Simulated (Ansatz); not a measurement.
Geometry optimisation, RKS BLYP-D4/def2-SVP in Ansatz 0.2.0.

Input file:

```yaml
crystal:
  periodic: [false, false, false]
  atoms:
    - { symbol: Al, position_ang: [0.0, 0.0, 0.0] }
    - { symbol: F, position_ang: [0.0, 0.0, 1.69] }
    - { symbol: "N", position_ang: [1.6627, 0.0, -0.96] }
    - { symbol: H, position_ang: [2.1293, -0.9179, -1.2118] }
    - { symbol: H, position_ang: [2.1141, 0.9179, -1.2382] }
    - { symbol: F, position_ang: [-1.4635, 0.0, -0.845] }
basis:
  gaussian: { orbitals: def2-SVP }
hamiltonian:
  xc: blyp
  dispersion: d4
relax:
  f_tol: 0.02
  max_steps: 40
```

Launched with:

```bash
$ ansatz run input.yaml --threads 1 --pin off --max-ram 2048MiB --backend cpu --events-out ev --progress --plain --runs-dir out
```

Q: Where does it end, and by what steps?

A: The run converged. After 9 steps the energy has fallen by 0.679 eV; H4 moved furthest, 0.96 Å.

```tsv
step	energy less start (eV)	largest force component (eV/Å)	accepted
0	0.0000	1.920	yes
1	-0.2784	1.076	yes
2	-0.3435	0.216	yes
3	-0.3507	0.072	yes
4	-0.3892	0.455	yes
5	-0.4191	1.175	yes
6	-0.5816	0.450	yes
7	-0.6574	0.299	yes
8	-0.6750	0.109	yes
9	-0.6789	0.011	yes
```

```xyz
6
Properties=species:S:1:pos:R:3
Al 0.055 -0.001 -0.033
F -0.028 -0.582 1.531
N 1.583 0.001 -0.914
H 2.473 -0.328 -0.534
H 1.700 0.331 -1.874
F -1.341 0.579 -0.742
```

The run took 32 s on 1 thread of Arm Neoverse N1, on a shared host, peak memory 0.13 GiB.
